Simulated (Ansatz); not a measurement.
Cost and result for the atomization energy of CH₇AlBNSi (`B[SiH2][CH]1[NH][AlH]1`) (12 atoms, 12 bonds).

```xyz
12

B    -0.5006    2.2157    0.3819
Si    0.5817    0.5925    0.8321
C    -0.3808   -0.8850    0.1852
N    -0.4779   -1.0533   -1.3188
Al    0.5762   -2.2792   -0.7352
H    -0.5246    2.6568   -0.7322
H    -1.2586    2.7056    1.1693
H     1.9220    0.5904    0.1630
H     0.8141    0.4287    2.2978
H    -1.3014   -1.1047    0.7336
H    -0.9453   -0.3690   -1.8860
H     1.4953   -3.4984   -1.0906
```

Total charge 0; spin multiplicity 1. Geometry: relaxed with PBE0-D4/def2-TZVP. It is one conformer, not always the lowest. Program: Ansatz. All runs use 4 threads of an Arm Neoverse V1 on a shared host. Times are those of one run each, without the atoms' runs, and a repeat can differ threefold. Electronic energies, without spin–orbit coupling; frozen cores. CCSD(T)/CBS adds CCSD(T) − MP2 in def2-TZVPP to the MP2 limit, and its time is that of the two runs behind it. T1 = 0.015. B3LYP takes the VWN-RPA correlation (the form of Gaussian; ORCA's B3LYP/G).

CCSD(T)/CBS is a level of theory with its own doubt, some kJ/mol a heavy atom from the limit and from the frozen cores, so smaller differences don't rank the functionals.

```json
{"level": "PBE-D4/def2-TZVPP (with forces)", "functions": "275", "wall time": "3.4 s", "atomization (kcal/mol)": "927.1", "difference from CCSD(T)/CBS": "14.4", "per bond": "1.2"}
{"level": "PBE0-D4/def2-TZVPP", "functions": "275", "wall time": "4.4 s", "atomization (kcal/mol)": "914.0", "difference from CCSD(T)/CBS": "1.3", "per bond": "0.1"}
{"level": "r2SCAN-D4/def2-TZVPP (with forces)", "functions": "275", "wall time": "7 s", "atomization (kcal/mol)": "918.3", "difference from CCSD(T)/CBS": "5.6", "per bond": "0.5"}
{"level": "B3LYP-D4/def2-TZVPP (with forces)", "functions": "275", "wall time": "7 s", "atomization (kcal/mol)": "916.8", "difference from CCSD(T)/CBS": "4.1", "per bond": "0.3"}
{"level": "B2PLYP/def2-TZVPP", "functions": "275", "wall time": "7.5 s", "atomization (kcal/mol)": "903.6", "difference from CCSD(T)/CBS": "-9.1", "per bond": "-0.8"}
{"level": "ωB97X-V/def2-TZVPP", "functions": "275", "wall time": "11 s", "atomization (kcal/mol)": "921.2", "difference from CCSD(T)/CBS": "8.5", "per bond": "0.7"}
{"level": "ωB97M-V/def2-TZVPP (with forces)", "functions": "275", "wall time": "17 s", "atomization (kcal/mol)": "918.3", "difference from CCSD(T)/CBS": "5.6", "per bond": "0.5"}
{"level": "MP2/def2-QZVPP", "functions": "521", "wall time": "32 s", "atomization (kcal/mol)": "911.9", "difference from CCSD(T)/CBS": "-0.8", "per bond": "-0.1"}
{"level": "CCSD(T)/def2-TZVPP", "functions": "275", "wall time": "3.3 min", "atomization (kcal/mol)": "886.2", "difference from CCSD(T)/CBS": "-26.5", "per bond": "-2.2"}
{"level": "CCSD(T)/CBS(def2)", "functions": "–", "wall time": "3.8 min", "atomization (kcal/mol)": "912.7", "difference from CCSD(T)/CBS": "0.0", "per bond": "0.0"}
```

The D4 term adds +10.4 kcal/mol with B3LYP and +5.5 kcal/mol with PBE0; it sums over pairs of atoms, weighted by their polarisabilities, and B3LYP, whose exchange is more repulsive, gets the larger term. From PBE to PBE0 (25 % exact exchange), in def2-TZVPP and without D4, the atomization energy moves by −12.2 kcal/mol: exact exchange takes away binding that semilocal exchange gives to molecules. In def2-TZVPP, CCSD(T) changes the Hartree–Fock value by +228.9 kcal/mol (the triples alone add +13.7 kcal/mol) and MP2 by +238.7 kcal/mol; breaking electron pairs costs correlation energy, which Hartree–Fock lacks.
